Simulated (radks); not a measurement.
The numbers below are computed, except where a source is named.
Species: O IV. Configuration: [He] 2s2 2p1 (the NIST ground configuration). Code: a radial shooting solver on a logarithmic mesh with Libxc functionals. Model: Dirac Kohn-Sham, PBE, spin-unpolarised, spherical densities, point nucleus; open shells are shared between the two j in proportion to 2j + 1; speed of light set to 116.481 atomic units (0.85 times the physical value, a model run). Some entries of the table are withheld. Estimate them.

orbital,occ.,eigenvalue (eV),<r^2> (bohr^2)
1s1/2,2,(1),0.05346
2s1/2,2,(2),1.126
2p1/2,0.333333,(3),(4)
2p3/2,0.666667,(5),(6)

Answer. 
(1) 1s1/2 eigenvalue (eV): -586.9631
(2) 2s1/2 eigenvalue (eV): -79.5163
(3) 2p1/2 eigenvalue (eV): -65.0132
(4) 2p1/2 <r^2> (bohr^2): 1.038
(5) 2p3/2 eigenvalue (eV): -64.9263
(6) 2p3/2 <r^2> (bohr^2): 1.041
